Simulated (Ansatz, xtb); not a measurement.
## Relative energy of two isomers of C5H3BrOS

We compare a, `O=C(Br)c1cccs1`, a singlet, with b, `O=C(Br)c1ccsc1`, a singlet. Both are isolated molecules in the gas phase, relaxed with PBE0-D3(BJ)/def2-SVP; the shapes shown needn't be the lowest conformers.

a (Å):

```
atom    x (Å)    y (Å)    z (Å)
   C   0.2639   3.3540   0.7970
   C   0.3063   1.9102   0.6236
   C  -0.2296   0.8883   1.3831
   C   0.0546  -0.3867   0.8461
   C   0.7997  -0.3104  -0.3092
  Br  -0.7345   3.9220   2.3919
   O   0.7594   4.1662   0.0868
   S   1.1610   1.2961  -0.7535
   H  -0.8035   1.0740   2.2908
   H  -0.2744  -1.3267   1.2896
   H   1.1552  -1.1368  -0.9247
```

b (Å):

```yaml
atoms:
  - { symbol: C, position_ang: [-0.1362, 2.8655, 1.4067] }
  - { symbol: C, position_ang: [0.2592, 1.5516, 0.8899] }
  - { symbol: C, position_ang: [-0.6150, 0.8106, 0.0314] }
  - { symbol: C, position_ang: [-0.0735, -0.3835, -0.3447] }
  - { symbol: C, position_ang: [1.4430, 0.8886, 1.1370] }
  - { symbol: Br, position_ang: [1.2011, 3.7190, 2.5750] }
  - { symbol: O, position_ang: [-1.1571, 3.4240, 1.1813] }
  - { symbol: S, position_ang: [1.4927, -0.6131, 0.3376] }
  - { symbol: H, position_ang: [-1.5955, 1.1746, -0.2749] }
  - { symbol: H, position_ang: [-0.5069, -1.1482, -0.9881] }
  - { symbol: H, position_ang: [2.2725, 1.2312, 1.7533] }
```

**Question.** Estimate E(b) − E(a) at the level CCSD(T)/def2-SVP + ΔMP2/def2-TZVPP.

**Answer.** Too close to call at this level: CCSD(T)/def2-SVP + ΔMP2/def2-TZVPP gives E(b) − E(a) = −0.33 kcal/mol.

How the difference moves with the method:

| level | geometry | E(b) − E(a) (kcal/mol) | departure from the last row (kcal/mol) | job, with rough time for the two |
| --- | --- | --- | --- | --- |
| GFN2-xTB | GFN2-xTB | +0.13 | +0.46 | optimisation, 0.24 s |
| HF/STO-3G | GFN2-xTB | −1.69 | −1.37 | single point, 1 s |
| r2SCAN-D4/def2-SVP | GFN2-xTB | +0.66 | +0.98 | single point, 7.8 s |
| PBE0-D3(BJ)/def2-SVP | PBE0-D3(BJ)/def2-SVP | +0.26 | +0.58 | optimisation, 61 s |
| HF/def2-SVP | PBE0-D3(BJ)/def2-SVP | −0.99 | −0.66 | part of the CCSD(T) run |
| MP2/def2-SVP | PBE0-D3(BJ)/def2-SVP | −0.01 | +0.32 | part of the CCSD(T) run |
| CCSD(T)/def2-SVP | PBE0-D3(BJ)/def2-SVP | −0.50 | −0.17 | single point |
| CCSD(T)/def2-SVP + ΔMP2/def2-TZVPP | PBE0-D3(BJ)/def2-SVP | −0.33 |  | single point, 3.2 min |

As drawn, both hold the same kinds of bond in the same numbers.

The largest departure from CCSD(T)/def2-SVP + ΔMP2/def2-TZVPP is that of HF/STO-3G, 1.37 kcal/mol. The last row adds to CCSD(T) the change of the MP2 difference between the two basis sets, here +0.17 kcal/mol.

With thermal terms from frequencies at re-optimised GFN2-xTB minima (ideal gas, soft modes damped towards free rotors, one conformer each, 298.15 K, 1 atm): on the last row, ΔE + ΔZPE = −0.32, ΔH = −0.35, ΔG = −0.33 kcal/mol.

The correlated steps freeze 20 core orbitals; the filled d shell of Br is correlated, in a basis made for valence electrons. Run with Ansatz 0.2.0, xtb 6.7.1; the last row on 4 threads of Arm Neoverse N1 on a shared host.
